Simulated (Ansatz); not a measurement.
Reaction (formal hydrolysis of the Sn–Br bond): `[OH][SnH]([OH])[Br]` + H₂O → `[OH][SnH]([OH])[OH]` + HBr

Computed with Ansatz on PBE0-D4/def2-TZVP structures; ΔE is electronic, products minus reactants. CCSD(T)/CBS is the MP2 limit (def2-TZVPP, def2-QZVPP) plus CCSD(T) − MP2 in def2-TZVPP, frozen cores. This one scheme is used for every species. DFT in def2-TZVPP. def2 core potentials past Kr. For Br, Sn outer-core shells are correlated without core-valence functions, which leaves a few kJ/mol of doubt a bond. Scalar relativity is left out up to krypton. One conformer a species, not always the lowest.

| level | ΔE (kJ/mol) |
| --- | --- |
| PBE-QIDH | 84.5 |
| CCSD(T)/def2-TZVPP | 74.8 |
| SCS-MP2/def2-QZVPP | 79.0 |
| HF/CBS(def2) | 86.0 |

**Question.** What does CCSD(T)/CBS give? (An estimate is asked.)

**Answer.** Ansatz gave: +82.3 kJ/mol. The listed levels differ from it by 2.2, -7.5, -3.3, 3.7 kJ/mol.

**Question.** What do rigid-rotor, harmonic-oscillator terms from PBE0-D4/def2-TZVP frequencies (298.15 K, 1 bar) make of the CCSD(T)/CBS value? (Best estimate.)

**Answer.** The calculation gave: ΔZPE = -8.4 kJ/mol, ΔH = +73.1 kJ/mol, ΔS = -12 J/(mol·K), ΔG = +76.6 kJ/mol.

Largest T1 diagnostic among the species: 0.014.

From BLYP to BHLYP (50 % exact exchange), in def2-TZVPP and without D4, ΔE moves by +9.1 kJ/mol. Leaving LDA and LC-ωPBE aside and taking each functional with its dispersion term where it has one, the values, not all of them listed here, spread over 11.9 kJ/mol, from CAM-B3LYP-D4 to HSE06-D4.
